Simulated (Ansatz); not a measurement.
Single points on Ag5Se⁻.

```yaml
crystal:
  periodic: [false, false, false]
  atoms:
    - {symbol: Ag, position_ang: [0.227144, 1.662489, 0.206133]}
    - {symbol: Ag, position_ang: [-2.452013, 1.845294, 0.211518]}
    - {symbol: Ag, position_ang: [1.350218, -1.011800, -0.104531]}
    - {symbol: Ag, position_ang: [-0.404925, -3.026961, -0.368103]}
    - {symbol: Ag, position_ang: [-1.358054, -0.556775, -0.115580]}
    - {symbol: Se, position_ang: [2.637620, 1.087752, 0.170562]}
basis:
  gaussian: {orbitals: STO-3G}
total_charge: -1
hamiltonian: {xc: hf}
scf: {omitted_lower_state_checks: [starts]}
output: {orbitals: {seedname: orbitals}}
```

The file start.molden holds the orbitals of an earlier run on this structure, at another level or in another basis.

```sh
$ ansatz run in.yaml --threads 4 --pin off --events-out ev --progress --plain --max-ram 4787MiB
```

Output, abridged:

```
Functional definition: HF
1855 factors; integrals over basis functions are off by at most 1.1e-3 eV
mean field evaluation 1: about -764811.2867 eV, gradient 2.6e1 eV
mean field evaluation 2: about -764811.4040 eV, gradient 2.7e1 eV
mean field evaluation 4: about -764816.9251 eV, gradient 4.8e0 eV
mean field evaluation 8: about -764817.2726 eV, gradient 4.7e-1 eV
mean field evaluation 16: about -764817.2847 eV, gradient 4.5e-4 eV
mean field -764817.28470446 eV, -28106.5168011139 hartree, gradient 3.0e-5 eV, S^2 0.000000; 0 other end points of the search recorded, 0 dependent functions left out
reference -764817.28470446 eV, -28106.5168011139 hartree; 135, 135 occupied and 18, 18 virtual orbitals, 1855 factors
Total energy: -764817.28470446 eV, -28106.5168011139 hartree
Checks for a lower state left out: starts
```

Run time 27 s (4 threads of Arm Neoverse V1 on a shared host), peak host memory 1.1 GiB.

The first input with `gaussian: {orbitals: def2-TZVPD, initial_orbitals: start.molden}`, `hamiltonian: {xc: {name: B97M-V}}` (abridged; 32 s):

```
Functional definition: B97M-V
mean field -85343.41236957 eV, -3136.3125567391 hartree, gradient 2.9e-5 eV, S^2 0.000000
Total energy: -85343.41243937 eV, -3136.3125593042 hartree
Checks for a lower state left out: starts
```

First input, but with `gaussian: {orbitals: def2-TZVPD, initial_orbitals: start.molden}`, `hamiltonian: {xc: pbe0, dispersion: d4}` (abridged; 20 s):

```
Functional definition: PBE0
mean field -85347.46676420 eV, -3136.4615529938 hartree, gradient 2.1e-5 eV, S^2 0.000000
Total energy: -85347.87342944 eV, -3136.4764976655 hartree
Checks for a lower state left out: starts
```

The first input with `gaussian: {orbitals: def2-TZVPD, initial_orbitals: start.molden}`, `hamiltonian: {xc: {name: LC-wPBE}}` (abridged; 10 s):

```
Functional definition: LC-wPBE
mean field -85348.55764644 eV, -3136.5016421764 hartree, gradient 1.8e-5 eV, S^2 0.000000
Total energy: -85348.55764644 eV, -3136.5016421766 hartree
Checks for a lower state left out: starts
```

First input, but with `gaussian: {orbitals: def2-TZVPD, initial_orbitals: start.molden}`, `hamiltonian: {xc: pbe}`, `correlation: {method: rpa}` and without the key `output` (abridged; 27 s):

```
Functional definition: PBE
mean field -85348.60988963 eV, -3136.5035620781 hartree, gradient 1.4e-6 eV, S^2 0.000000
9 core orbitals not correlated: weight in the atoms' cores, before any rotation towards them, 1.000 or more for the frozen orbitals, at most 0.000 for the correlated occupied ones
Total energy: -85282.32318017 eV, -3134.0675704363 hartree
Checks for a lower state left out: starts
```

First input, but with `gaussian: {orbitals: def2-TZVPD, initial_orbitals: start.molden}`, `correlation: {method: mp2}` and without the key `hamiltonian` (abridged; 16 s):

```
Functional definition: HF
mean field -85187.51462625 eV, -3130.5834203432 hartree, gradient 3.2e-6 eV, S^2 0.000000
9 core orbitals not correlated: weight in the atoms' cores, before any rotation towards them, 1.000 or more for the frozen orbitals, at most 0.000 for the correlated occupied ones
second order -75.88426840 eV of doubles, -0.00000000 eV of singles
Total energy: -85263.39889465 eV, -3133.3721157708 hartree
Checks for a lower state left out: starts
```

First input, but with `gaussian: {orbitals: def2-TZVPD, initial_orbitals: start.molden}`, `hamiltonian: {xc: r2scan, dispersion: d4}` (abridged; 18 s):

```
Functional definition: r2SCAN
mean field -85363.09934032 eV, -3137.0360395698 hartree, gradient 1.3e-5 eV, S^2 0.000000
Total energy: -85363.19568851 eV, -3137.0395803005 hartree
Checks for a lower state left out: starts
```

Geometry: r2SCAN-D4/def2-SVPD.

In the def2 sets Ag takes a core potential, while STO-3G treats all electrons; there is no spin–orbit coupling. LC-ωPBE has ω = 0.4 bohr⁻¹. Correlated methods freeze 9 core orbitals; core or outer-core shells of Ag, Se are correlated, in sets that lack core-valence functions. At HF/STO-3G the highest occupied level of the charge -1 singlet lies above zero (up to 0.25 eV). In Hartree–Fock with STO-3G the lack of diffuse functions raises the level. At MP2/def2-TZVPD the test of the restricted singlet for broken spin symmetry was undecided. No other spin state of charge -1 was run. The structure comes from a short search, and lower isomers may exist.
